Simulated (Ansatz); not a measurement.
Molecule: CHBrF, net charge -1, singlet state. It need not be the lowest isomer of its formula. Whether it binds its extra electron was not tested at this geometry. 
Coordinates optimised at B3LYP-D3(BJ)/def2-TZVP (Ansatz, an electronic-structure program):
SMILES: F[CH-]Br
```xyz
4

F     -1.9548     0.8954    -0.0431
C     -1.4573    -0.3923     0.2513
Br     0.7958    -0.1380    -0.0105
H     -1.5180    -0.8741    -0.7515
```
Charge -1, spin multiplicity 1.

Basis-set convergence of Hartree-Fock and CCSD(T) correlation energies (hartree) with Ansatz. Cores are frozen in the correlated levels unless marked. No spin-orbit coupling. Frozen are the shells of the preceding noble gas and the d and f shells that filled before the atom's block. No relativistic terms. This anion needs diffuse functions, which these sets lack.

| basis | functions | E(HF) | E(corr, CCSD(T)) |
|---|---|---|---|
| cc-pVDZ | 60 | -2710.21882 | -0.46988 |
| cc-pVTZ | 117 | -2710.34594 | -0.62853 |
| cc-pVQZ | 208 | ___ | ___ |

Problem. What belongs in the gaps?

Solution. 
- cc-pVQZ, E(HF): -2710.36207
- cc-pVQZ, E(corr, CCSD(T)): -0.68443
